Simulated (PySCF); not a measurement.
`CC1(C)CC[P@](C)(=O)C2=CC=CC=C21` (1,4,4-trimethyl-1,2,3,4-tetrahydrophosphinoline-1-oxide). Method: PBE0-D3(BJ)/def2-SVP geometry optimisation, gas phase in PySCF 2.14.0.

```
atom  x, y, z in Å
C1    -1.9477   -1.1509   -1.3181
C2    -0.9111   -0.9708   -0.2016
C3    -1.5303   -1.4127    1.1346
C4     0.2703   -1.8952   -0.5523
C5     1.4978   -1.7862    0.3428
P6     2.2687   -0.1561    0.1688
C7     2.9531   -0.1136   -1.5165
O8     3.2839    0.2354    1.1986
C9     0.8161    0.9370    0.1289
C10    1.0986    2.2902    0.3651
C11    0.0862    3.2399    0.3758
C12   -1.2286    2.8263    0.1665
C13   -1.5154    1.4811   -0.0392
C14   -0.5094    0.5029   -0.0652
H15   -2.1786   -2.2201   -1.4461
H16   -1.5675   -0.7661   -2.2767
H17   -2.8947   -0.6387   -1.0986
H18   -1.8441   -2.4680    1.0855
H19   -2.4146   -0.8045    1.3756
H20   -0.8219   -1.3006    1.9683
H21    0.5620   -1.7100   -1.6004
H22   -0.1055   -2.9316   -0.5324
H23    2.2458   -2.5578    0.1025
H24    1.2523   -1.9027    1.4103
H25    3.2981    0.9121   -1.7105
H26    2.2275   -0.4015   -2.2896
H27    3.8250   -0.7840   -1.5472
H28    2.1346    2.5764    0.5674
H29    0.3165    4.2918    0.5594
H30   -2.0424    3.5555    0.1757
H31   -2.5577    1.1854   -0.1738
```

**Question.** What is the repulsion energy of the bare nuclei, Σ ZA·ZB/RAB?

**Answer.** 1062.10 Eh over 465 pairs, with full nuclear charges and distances in bohr; the largest single term is 42.39 Eh (P6 with O8).

**Question.** What is the longest distance between nuclei?

**Answer.** H27···H30, 7.50 Å; the next longest distance is 7.47 Å.

**Question.** Work out the bond lengths C1–H16, C2–C4, C3–H18, C5–P6, C13–H31 in pm.

**Answer.** For C1–H16 the difference vector is (0.3802, 0.3848, -0.9586) Å, of length 1.1007 Å. C1–H16 110.1; C2–C4 154.1; C3–H18 110.2; C5–P6 181.2; C13–H31 109.2 pm.

**Question.** How far are the heavy atoms from their best plane (unweighted least squares)?

**Answer.** 0.711 Å rms; C1 1.02, C2 0.00, C3 1.42, C4 0.30, C5 0.51, P6 0.10, C7 1.62, O8 1.02, C9 0.01, C10 0.07, C11 0.03, C12 0.06, C13 0.09, C14 0.06 Å (magnitudes).

**Question.** Where is the centre of mass (commonest isotopes), and what is the radius of gyration?

**Answer.** Mass 208.102 u; centre at (0.534, 0.194, 0.023) Å; Rg = √(Σ m r²/M) = 2.496 Å. As Ia + Ib + Ic = 2 Σ m r², the three principal moments sum to 2592.4 u·Å².

**Question.** How far apart are these pairs, which share no bond: C1···H18, C1···H30, C5···H16, C5···H26, C13···H28, H18···H24?

**Answer.** C1···H18 2.743 Å (3 bonds apart); C1···H30 4.939 Å (5 bonds apart); C5···H16 4.159 Å (4 bonds apart); C5···H26 3.063 Å (3 bonds apart); C13···H28 3.859 Å (4 bonds apart); H18···H24 3.164 Å (5 bonds apart).

**Question.** What are the angles C4–C5–H24, C7–P6–O8, P6–C7–H26, C2–C14–C13, C9–C14–C13?

**Answer.** From the scalar product of the two bond vectors; for C4–C5–H24 it is -0.6415 Å² over 1.5231 × 1.1015 Å², cos θ = -0.3823. C4–C5–H24 112.5°; C7–P6–O8 112.1°; P6–C7–H26 113.4°; C2–C14–C13 118.9°; C9–C14–C13 117.2°.

**Question.** Give the dihedral angles H15–C1–C2–C3, H23–C5–P6–O8, C9–C10–C11–C12, O8–P6–C7–H26.

**Answer.** H15–C1–C2–C3 -65° (synclinal); H23–C5–P6–O8 -71° (synclinal); C9–C10–C11–C12 1° (synperiplanar); O8–P6–C7–H26 180° (antiperiplanar). Dihedral signs follow IUPAC: positive where, seen along the central bond, the front bond turns clockwise onto the rear one.

PBE0-D3(BJ)/def2-SVP frequencies: not computed here. One conformer, not necessarily the lowest.
